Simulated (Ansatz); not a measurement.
Basis sets compared for Pb₃O₇H₈, a hydroxylated oxide cluster. Total charge 0; singlet. Geometry PBE-D4/def2-SVP. Ansatz on 4 threads of Arm Neoverse N1 on a shared host; times are rough, and most runs start from earlier orbitals.

Cartesian coordinates in Å:
```
Pb -2.1222 0.6316 1.4804
Pb 0.7513 2.6374 1.0777
Pb -0.0485 -1.7691 -1.2295
O -0.1489 0.9206 -1.9236
O 1.8154 1.5965 -0.5626
O -0.7310 -3.2718 0.3175
O -1.3260 2.2610 0.0801
O -1.8838 -1.0093 -0.0036
O 0.1067 0.6666 2.0758
O 1.3814 -0.8629 0.3340
H 0.7645 1.2610 -1.4613
H -0.0988 1.1599 -2.8673
H 1.9146 0.6512 -0.2286
H -0.1380 -3.2088 1.0930
H -1.0918 1.8200 -0.7943
H -1.7687 -1.9253 0.4367
H 0.5909 -0.0406 1.5239
H 2.0330 -1.5180 0.6516
```

In the def2 sets Pb takes a core potential; there is no spin–orbit coupling.

Binding counts from free atoms (Pb triplet, O triplet, H doublet) in the same basis, without a counterpoise term.

```json
{"level": "PBE-D4/def2-SVP", "functions": "216", "energy (Eh)": "-1109.4044", "HOMO (eV)": "-5.27", "LUMO (eV)": "-1.89", "binding per atom (eV)": "3.68", "wall time": "7.5 s"}
{"level": "PBE0-D4/def2-SVP", "functions": "216", "energy (Eh)": "-1109.2731", "HOMO (eV)": "-6.75", "LUMO (eV)": "-1.21", "binding per atom (eV)": "3.47", "wall time": "13 s"}
```

Q: Estimate the rows for PBE-D4/def2-TZVP, PBE0-D4/def2-TZVP (with forces).

A: 
```csv
level,functions,energy (Eh),HOMO (eV),LUMO (eV),binding per atom (eV),wall time
PBE-D4/def2-TZVP,415,-1110.0879,-5.61,-2.09,3.67,15 s
PBE0-D4/def2-TZVP (with forces),415,-1109.9453,-6.98,-1.40,3.47,65 s
```
